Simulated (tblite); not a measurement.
Species: C5H9BrF2O.
Atom-mapped SMILES: `[CH3:1][CH2:2][O:3][C@H:4]([CH2:5][Br:6])[CH:7]([F:8])[F:9]` (hydrogens: H10, H11, H12 on C1; H13, H14 on C2; H15 on C4; H16, H17 on C5; H18 on C7)

Computed with GFN2-xTB (tblite), gas phase: L-BFGS steps from a force-field or distance-geometry start until the largest atomic force falls under 0.01 eV/Å.

Step 9: E = -895.4965 eV
```
atom  x, y, z in Å  |  force x, y, z in eV/Å
C1     -2.7107    0.1052   -0.1577    0.008   0.000   0.014
C2     -1.4260   -0.0287    0.6407   -0.037   0.008   0.020
O3     -0.3178    0.1512   -0.2342   -0.015  -0.009   0.032
C4      0.9323    0.1993    0.3891    0.055   0.007   0.008
C5      1.9211    0.8426   -0.5753    0.012   0.049  -0.004
Br6     1.5638    2.7413   -0.7370   -0.030  -0.069  -0.006
C7      1.4276   -1.2207    0.7447   -0.003   0.006  -0.017
F8      0.7680   -1.7056    1.8204    0.023  -0.019   0.020
F9      2.7363   -1.2049    1.0930   -0.001  -0.005  -0.022
H10    -3.5540   -0.0359    0.5113   -0.040   0.016  -0.006
H11    -2.7499   -0.6499   -0.9375    0.028   0.022  -0.023
H12    -2.7750    1.0891   -0.6128    0.027  -0.006  -0.019
H13    -1.3844   -1.0188    1.1108    0.009   0.007  -0.004
H14    -1.3881    0.7327    1.4329    0.003  -0.002  -0.007
H15     0.8913    0.7778    1.3285   -0.028  -0.012  -0.005
H16     1.8181    0.4161   -1.5723   -0.026  -0.008   0.031
H17     2.9430    0.7423   -0.2147    0.016   0.025  -0.015
H18     1.2959   -1.9267   -0.0882   -0.002  -0.010   0.003
```

Step 10: E = -895.4972 eV
```
atom  x, y, z in Å  |  force x, y, z in eV/Å
C1     -2.7099    0.1058   -0.1581    0.025   0.005   0.011
C2     -1.4262   -0.0281    0.6408   -0.027   0.006   0.035
O3     -0.3173    0.1515   -0.2323   -0.029  -0.013   0.006
C4      0.9318    0.1983    0.3913    0.067   0.016  -0.003
C5      1.9189    0.8422   -0.5742    0.022   0.039  -0.006
Br6     1.5593    2.7386   -0.7388   -0.034  -0.045  -0.003
C7      1.4286   -1.2219    0.7443   -0.013   0.025  -0.014
F8      0.7709   -1.7060    1.8213    0.023  -0.033   0.022
F9      2.7379   -1.2037    1.0908   -0.009  -0.021  -0.029
H10    -3.5531   -0.0345    0.5107   -0.049   0.013  -0.014
H11    -2.7462   -0.6474   -0.9390    0.014  -0.004  -0.026
H12    -2.7714    1.0884   -0.6146    0.014   0.024  -0.019
H13    -1.3849   -1.0179    1.1105    0.009  -0.007   0.006
H14    -1.3877    0.7331    1.4327   -0.003   0.005   0.004
H15     0.8912    0.7772    1.3304   -0.025  -0.020  -0.002
H16     1.8143    0.4151   -1.5709   -0.018  -0.015   0.033
H17     2.9408    0.7431   -0.2137    0.021   0.026  -0.023
H18     1.2942   -1.9275   -0.0894    0.011   0.001   0.024
```

Step 11: E = -895.4979 eV
```
atom  x, y, z in Å  |  force x, y, z in eV/Å
C1     -2.7089    0.1065   -0.1585    0.026   0.010   0.001
C2     -1.4268   -0.0274    0.6416   -0.005   0.000   0.039
O3     -0.3171    0.1516   -0.2301   -0.027  -0.012  -0.019
C4      0.9322    0.1976    0.3933    0.043   0.017  -0.011
C5      1.9170    0.8425   -0.5733    0.025   0.011  -0.002
Br6     1.5539    2.7350   -0.7408   -0.040  -0.004  -0.002
C7      1.4295   -1.2229    0.7437   -0.015   0.032  -0.003
F8      0.7745   -1.7069    1.8226    0.023  -0.037   0.015
F9      2.7394   -1.2028    1.0878   -0.009  -0.033  -0.034
H10    -3.5529   -0.0327    0.5097   -0.045   0.012  -0.031
H11    -2.7421   -0.6448   -0.9410    0.001  -0.023  -0.019
H12    -2.7674    1.0881   -0.6169    0.004   0.045  -0.012
H13    -1.3852   -1.0171    1.1104    0.006  -0.021   0.020
H14    -1.3873    0.7337    1.4328   -0.011   0.013   0.020
H15     0.8907    0.7761    1.3325   -0.017  -0.023   0.005
H16     1.8100    0.4137   -1.5688   -0.006  -0.023   0.026
H17     2.9390    0.7444   -0.2130    0.030   0.026  -0.030
H18     1.2927   -1.9282   -0.0903    0.019   0.009   0.037
```

Task: Estimate the geometry and energy of step 12. (The exact step hangs on the optimiser's Hessian estimate; all steps are aligned on step 11, rigid shifts and turns removed.)

Result: E = -895.4986 eV, largest force 0.062 eV/Å
```
atom  x, y, z in Å  |  force x, y, z in eV/Å
C1     -2.7076    0.1076   -0.1591    0.015   0.014  -0.013
C2     -1.4274   -0.0268    0.6430    0.017  -0.006   0.029
O3     -0.3171    0.1514   -0.2279   -0.013  -0.009  -0.030
C4      0.9330    0.1972    0.3952   -0.001   0.010  -0.011
C5      1.9156    0.8431   -0.5724    0.021  -0.020   0.004
Br6     1.5475    2.7313   -0.7429   -0.045   0.040  -0.003
C7      1.4301   -1.2233    0.7432   -0.009   0.022   0.012
F8      0.7787   -1.7085    1.8242    0.020  -0.029   0.004
F9      2.7408   -1.2026    1.0840   -0.001  -0.039  -0.034
H10    -3.5535   -0.0307    0.5080   -0.032   0.012  -0.052
H11    -2.7377   -0.6425   -0.9433   -0.009  -0.028  -0.002
H12    -2.7631    1.0885   -0.6193   -0.003   0.048   0.001
H13    -1.3855   -1.0166    1.1107    0.001  -0.026   0.033
H14    -1.3871    0.7346    1.4332   -0.018   0.017   0.034
H15     0.8898    0.7745    1.3347   -0.007  -0.018   0.012
H16     1.8054    0.4118   -1.5661    0.008  -0.029   0.013
H17     2.9377    0.7462   -0.2128    0.038   0.027  -0.035
H18     1.2915   -1.9288   -0.0905    0.018   0.014   0.038
```

The energy changes by -0.0007 eV. The first-order estimate −F·Δx gives -0.0009 eV and the mean of the old and new forces, exact on a quadratic surface, -0.0007 eV. The step makes an angle of 68° with the force vector and moves no atom by more than 0.008 Å.

What follows is the cost of the whole relaxation. Time: 0.84 s wall. Hardware: one thread, Arm Neoverse N1 (aarch64), no GPU (shared host).
